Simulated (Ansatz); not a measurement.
`C[O][GaH][O]C` + F• → `C[O][Ga][O]C`• + H–F  (hydrogen abstraction from a Ga–H bond)

Isolated molecules relaxed with PBE0-D4/def2-TZVP in Ansatz; ΔE leaves out vibrations. CCSD(T)/CBS adds triple-zeta CCSD(T) − MP2 to the extrapolated MP2 energy (def2 sets, frozen cores). This one scheme is used for every species, atoms too. DFT in def2-TZVPP. HSE06 is defined as in plane-wave codes. Open shells (•) are unrestricted, without spin–orbit coupling. Spin–orbit coupling would lower the free atoms: a little for F. For Ga outer-core shells are correlated without core-valence functions, so the limit isn't a true one: a few kJ/mol of doubt a bond, and 10 to 20 or more in all where bonds break to atoms. Scalar relativity is left out up to krypton. One conformer a species, not always the lowest.

CCSD(T)/CBS gives -227.5 kJ/mol.

Q: Another level gave -230.0 kJ/mol. Which?
A. r2SCAN0-D4/def2-TZVPP
B. HSE06-D4/def2-TZVPP
C. PBE-QIDH/def2-TZVPP
D. ωB97M-V/def2-TZVPP

A: B. HSE06-D4 -230.0, r2SCAN0-D4 -213.9, ωB97M-V -225.7, PBE-QIDH -220.7 kJ/mol.

Largest T1 diagnostic among the species: 0.017.

From r2SCAN to r2SCAN0 (25 % exact exchange), in def2-TZVPP and without D4, ΔE moves by +20.2 kJ/mol. At CCSD(T), def2-SVP lies +35.0 kJ/mol from the extrapolated value and def2-TZVPP +8.6 kJ/mol. In def2-TZVPP, CCSD(T) changes the Hartree–Fock value by −90.4 kJ/mol (the triples alone add −8.3 kJ/mol) and MP2 by −119.2 kJ/mol.

CCSD(T)/CBS has its own doubt, a few kJ/mol and more with outer-core shells, so smaller differences from it don't rank the levels.
